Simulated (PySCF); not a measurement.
Working out the excitation energy of C²⁺

C²⁺ [He] 2s2 (1S) → C²⁺ [He] 2s1 2p1 (3P). Computed with PySCF 2.14 in aug-cc-pwCVDZ, with no relativity, point nucleus. Frozen: 1s2. Energies in hartree (1 hartree = 27.21139 eV):

```
            part  C²⁺ (lower)  C²⁺ (upper)
             UHF   -36.405150   -36.231087
CCSD correlation    -0.073201    -0.003789
             (T)     0.000000     0.000000
```

Question: What does Hartree-Fock give?

Answer: (-36.231087) − (-36.405150) = 0.174063 hartree = 4.736 eV.

Question: What do CCSD and CCSD(T) give?

Answer: The CCSD correlation energies differ by 0.069412 hartree = 1.889 eV and the triples by 0.000000 hartree = 0.000 eV, so CCSD gives 6.625 eV and CCSD(T) 6.625 eV.

A double-zeta basis recovers only part of the correlation energy.

The coupled-cluster amplitudes are large, so a single reference is strained.
